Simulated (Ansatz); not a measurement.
`C=[N][GeH3]` + `CSS` → `CS[S][GeH3]` + `C=N`  (ligand exchange at a Ge–N bond)

Computed with Ansatz on PBE0-D4/def2-TZVP structures; ΔE is electronic, products minus reactants. CCSD(T)/CBS adds triple-zeta CCSD(T) − MP2 to the extrapolated MP2 energy (def2 sets, frozen cores). This one scheme is used for every species. For Ge outer-core shells are correlated without core-valence functions, which leaves a few kJ/mol of doubt a bond. Scalar relativity is left out up to krypton. Each species was taken in one conformer, which may not be the lowest.

`C=[N][GeH3]`:

Cartesian coordinates in Å:
```
C -1.196 0.769 -0.561
N -0.040 0.391 -0.880
Ge 0.973 -0.579 0.346
H -1.682 0.574 0.409
H -1.797 1.340 -1.280
H 0.176 -0.779 1.656
H 2.260 0.214 0.609
H 1.306 -1.931 -0.299
```

`CSS`:

Z-matrix (Å, degrees):
```
C
S 1 1.802
H 1 1.089 2 110.8
H 1 1.090 2 111.1 3 123.0
H 1 1.093 2 106.0 3 -118.4
S 2 2.037 1 103.0 3 -56.7
H 6 1.349 2 99.3 1 -87.6
```

`CS[S][GeH3]`:

Cartesian coordinates in Å:
```
C -1.811 -0.026 -0.771
S -1.093 1.186 0.351
S 0.800 1.413 -0.405
Ge 1.836 -0.184 0.761
H -1.815 0.349 -1.793
H -2.840 -0.176 -0.435
H -1.276 -0.974 -0.718
H 3.288 -0.232 0.255
H 1.782 0.167 2.253
H 1.130 -1.524 0.502
```

`C=N`:

```xyz
5

C    -0.279   -0.245   -0.119
N     0.912    0.031    0.188
H    -1.113    0.467   -0.098
H    -0.521   -1.263   -0.431
H     1.001    1.011    0.460
```

```tsv
species	CCSD(T)/CBS(def2) energy (Eh)
`C=[N][GeH3]`	-2171.83462
`CSS`	-836.00794
`CS[S][GeH3]`	-2913.33841
`C=N`	-94.52360
```

**Question.** Work out ΔE.

**Answer.** ΔE = (-2913.33841) + (-94.52360) − (-2171.83462) − (-836.00794) = -0.01945 Eh = -51.1 kJ/mol.

Largest T1 diagnostic among the species: 0.013.

In def2-TZVPP, CCSD(T) changes the Hartree–Fock value by −5.5 kJ/mol (the triples alone add −1.3 kJ/mol) and MP2 by −6.7 kJ/mol. Leaving LDA and LC-ωPBE aside and taking each functional with its dispersion term where it has one, the values, not all of them listed here, spread over 8.6 kJ/mol, from HSE06-D4 to CAM-B3LYP-D4. The D4 term adds −5.5 kJ/mol with B3LYP and −3.2 kJ/mol with PBE0; it sums over pairs of atoms, weighted by their polarisabilities, and B3LYP, whose exchange is more repulsive, gets the larger term.

B3LYP here is the variant with VWN-RPA as its local correlation; programs differ in this.
